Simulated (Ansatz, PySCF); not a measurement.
Pulling on the H–H spacing in H8 chain (multiplicity 1 held). Energies count from the point at 0.900 Å.
Geometry at that point (charge 0, multiplicity 1):
```xyz
8

H      0.000     0.000     0.000
H      0.000     0.000     0.900
H      0.000     0.000     1.800
H      0.000     0.000     2.700
H      0.000     0.000     3.600
H      0.000     0.000     4.500
H      0.000     0.000     5.400
H      0.000     0.000     6.300
```

R- and RO- levels are restricted; in cc, def2 and unpolarised 6-31G sets they are followed outwards from rest. Unrestricted levels (U-) break spin symmetry where that is lower. Active spaces are followed from rest. Levels need not reach the same state.

Rows in 6-31G* carry no dispersion term and start afresh at each structure (6-31G* with six Cartesian d functions).

Codes used: Ansatz (Gaussian basis) for Hartree–Fock, density functionals and correlated methods; PySCF for 6-31G* rows. Values without a source in brackets are computed.

```tsv
level	energy at R = 3.600 Å (eV)
R-HF/6-31G*	31.712
R-B3LYP/6-31G*	24.771
R-MP2/6-31G*	17.653
R-MP2/cc-pVTZ	20.152
U-SCS-MP2/cc-pVTZ	(withheld)
U-CCSD(T)/cc-pVTZ	14.202
CASSCF(8,8)/cc-pVTZ	(withheld)
FIC-MRCISD on CASSCF(8,8)/cc-pVTZ	14.108
FIC-MRCISD+Q on CASSCF(8,8)/cc-pVTZ	14.211
```

### Question
What belongs in the gaps?

### Answer

- U-SCS-MP2/cc-pVTZ, energy at R = 3.600 Å (eV): 13.710
- CASSCF(8,8)/cc-pVTZ, energy at R = 3.600 Å (eV): 11.401

Doubts at one or more of the structures used: a restricted determinant that unrestricted orbitals would lower (R-HF/6-31G*, R-B3LYP/6-31G*, R-MP2/6-31G*, R-MP2/cc-pVTZ); a spin-contaminated determinant (U-SCS-MP2/cc-pVTZ, U-CCSD(T)/cc-pVTZ).

Ansatz is an electronic-structure program.
